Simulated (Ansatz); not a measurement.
Cost and result for the atomization energy of `BCC(F)Cl` (10 atoms, 9 bonds).

```
atom   x (Å)   y (Å)   z (Å)
  B1  -0.957  -1.164  -0.102
  C2   0.101  -0.204   0.516
  C3   0.542   0.921  -0.376
  F4  -0.518   1.741  -0.635
 Cl5   1.833   1.904   0.368
  H6  -1.181  -1.174  -1.277
  H7  -1.517  -1.949   0.605
  H8   0.968  -0.844   0.743
  H9  -0.211   0.191   1.489
 H10   0.940   0.578  -1.332
```

Charge 0, multiplicity 1. All single points use the PBE0-D4/def2-TZVP geometry. It is one conformer, not always the lowest. Program: Ansatz. All runs use 4 threads of an Arm Neoverse V1 on a shared host. Times are those of one run each, without the atoms' runs, and a repeat can differ threefold. Electronic energies, without spin–orbit coupling; frozen cores. CCSD(T)/CBS adds CCSD(T) − MP2 in def2-TZVPP to the MP2 limit, and its time is that of the two runs behind it. T1 = 0.010. B3LYP takes the VWN-RPA correlation (the form of Gaussian; ORCA's B3LYP/G).

CCSD(T)/CBS is a level of theory with its own doubt, some kJ/mol a heavy atom from the limit and from the frozen cores, so smaller differences don't rank the functionals.

```json
{"level": "PBE-D4/def2-TZVPP (with forces)", "functions": "236", "wall time": "2.1 s", "atomization (kcal/mol)": "894.8", "difference from CCSD(T)/CBS": "24.6", "per bond": "2.7"}
{"level": "PBE0-D4/def2-TZVPP", "functions": "236", "wall time": "2.5 s", "atomization (kcal/mol)": "879.9", "difference from CCSD(T)/CBS": "9.7", "per bond": "1.1"}
{"level": "B3LYP-D4/def2-TZVPP (with forces)", "functions": "236", "wall time": "3.9 s", "atomization (kcal/mol)": "872.3", "difference from CCSD(T)/CBS": "2.1", "per bond": "0.2"}
{"level": "r2SCAN-D4/def2-TZVPP (with forces)", "functions": "236", "wall time": "4.3 s", "atomization (kcal/mol)": "878.9", "difference from CCSD(T)/CBS": "8.7", "per bond": "1.0"}
{"level": "B2PLYP/def2-TZVPP", "functions": "236", "wall time": "4.6 s", "atomization (kcal/mol)": "864.1", "difference from CCSD(T)/CBS": "-6.1", "per bond": "-0.7"}
{"level": "ωB97X-V/def2-TZVPP", "functions": "236", "wall time": "7 s", "atomization (kcal/mol)": "875.6", "difference from CCSD(T)/CBS": "5.4", "per bond": "0.6"}
{"level": "ωB97M-V/def2-TZVPP (with forces)", "functions": "236", "wall time": "10 s", "atomization (kcal/mol)": "877.4", "difference from CCSD(T)/CBS": "7.2", "per bond": "0.8"}
{"level": "MP2/def2-QZVPP", "functions": "448", "wall time": "18 s", "atomization (kcal/mol)": "880.3", "difference from CCSD(T)/CBS": "10.1", "per bond": "1.1"}
{"level": "CCSD(T)/def2-TZVPP", "functions": "236", "wall time": "110 s", "atomization (kcal/mol)": "849.6", "difference from CCSD(T)/CBS": "-20.6", "per bond": "-2.3"}
{"level": "CCSD(T)/CBS(def2)", "functions": "–", "wall time": "2.2 min", "atomization (kcal/mol)": "870.2", "difference from CCSD(T)/CBS": "0.0", "per bond": "0.0"}
```

In def2-TZVPP, CCSD(T) changes the Hartree–Fock value by +198.0 kcal/mol (the triples alone add +12.7 kcal/mol) and MP2 by +216.6 kcal/mol; breaking electron pairs costs correlation energy, which Hartree–Fock lacks. The D4 term adds +6.9 kcal/mol with B3LYP and +3.6 kcal/mol with PBE0; it sums over pairs of atoms, weighted by their polarisabilities, and B3LYP, whose exchange is more repulsive, gets the larger term. From PBE to PBE0 (25 % exact exchange), in def2-TZVPP and without D4, the atomization energy moves by −14.2 kcal/mol: exact exchange takes away binding that semilocal exchange gives to molecules.
